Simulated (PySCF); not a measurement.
**Low-lying terms of Te(34+) (tellurium, charge +34)**

Ground state [Ar], ¹S. Computed with PySCF 2.14 in an even-tempered Gaussian basis (20 s from 0.896 bohr⁻², ratio 2.5; 14 p from 1.17 bohr⁻², ratio 2.5; 6 d from 1.68 bohr⁻², ratio 2.7; 3 f from 50 bohr⁻², ratio 2.7), with the spin-free X2C one-electron Hamiltonian (Gaussian nucleus). Vertical excitation energies in eV without spin-orbit coupling; excited terms of each kind are numbered among those the solver found. Frozen: [Ne].

| term | leading excitation | EOM-EE-CCSD |
| --- | --- | --- |
| 1 3P° | 3p → d | 181.76 |
| 1 3F° | 3p → d | 188.29 |
| 1 1D° | 3p → d | 198.54 |
| 1 3D° | 3p → d | 198.88 |
| 1 1F° | 3p → d | 199.10 |
| 1 1P° | 3p → d | 238.22 |
| 1 3D | 3s → d | 342.92 |
| 1 1D | 3s → d | 348.99 |

The spin-orbit splitting of the hole, absent here, rivals or exceeds the spacing of these terms, so the LS terms are model states.

The solver can miss terms. The 29 highest virtual orbitals were dropped.
